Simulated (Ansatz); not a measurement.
`[F][Sc]([F])[Cl]` + HCl → `[F][Sc]([Cl])[Cl]` + H–F at 700 K and 1 bar (ligand exchange at the Sc–F bond).

Program: Ansatz. Geometries: PBE0-D4/def2-TZVP. ΔE: electronic, gas phase. CCSD(T)/CBS is the MP2 limit (def2-TZVPP, def2-QZVPP) plus CCSD(T) − MP2 in def2-TZVPP, frozen cores. This one scheme is used for every species. For Sc outer-core shells are correlated without core-valence functions, which leaves a few kJ/mol of doubt a bond. Scalar relativity is left out up to krypton.

```tsv
species	CCSD(T)/CBS energy (Eh)	H − E (kJ/mol)	S (J/(mol·K))
`[F][Sc]([F])[Cl]`	-1419.79433	60.7	385.9
HCl	-460.38127	38.4	211.8
`[F][Sc]([Cl])[Cl]`	-1779.77783	60.1	399.5
H–F	-100.39570	45.2	198.5
```

H − E and S are ideal-gas, rigid-rotor, harmonic terms from PBE0-D4/def2-TZVP. 1 Eh = 2625.50 kJ/mol, R = 8.31446 J/(mol·K).

Q: By hand: ΔE, ΔH, ΔS and ΔG.

A: ΔE = (-1779.77783) + (-100.39570) − (-1419.79433) − (-460.38127) = 0.00207 Eh = 5.4 kJ/mol. Δ(H − E) = 60.1 + 45.2 − 60.7 − 38.4 = 6.2, so ΔH = 11.6 kJ/mol. ΔS = 399.5 + 198.5 − 385.9 − 211.8 = 0.3 J/(mol·K). ΔG = 11.6 − 700 × (0.3)/1000 = 11.4 kJ/mol.

Q: By hand: the equilibrium constant, and the temperature at which ΔG would vanish if ΔH and ΔS stayed fixed.

A: log₁₀ K = −ΔG/(RT ln 10) = -0.9. ΔG = 0 at ΔH/ΔS = 38667 K, far beyond where these terms or the molecules hold.

The number of gas molecules stays the same, so ΔS is small and ΔH decides. A doubt of 5 kJ/mol in ΔE shifts log₁₀ K by 0.4 here. These are equilibria of isolated gas molecules and say nothing of rates. Largest T1 diagnostic: 0.016 (customary marks: 0.02 for closed shells, 0.045 for open ones).
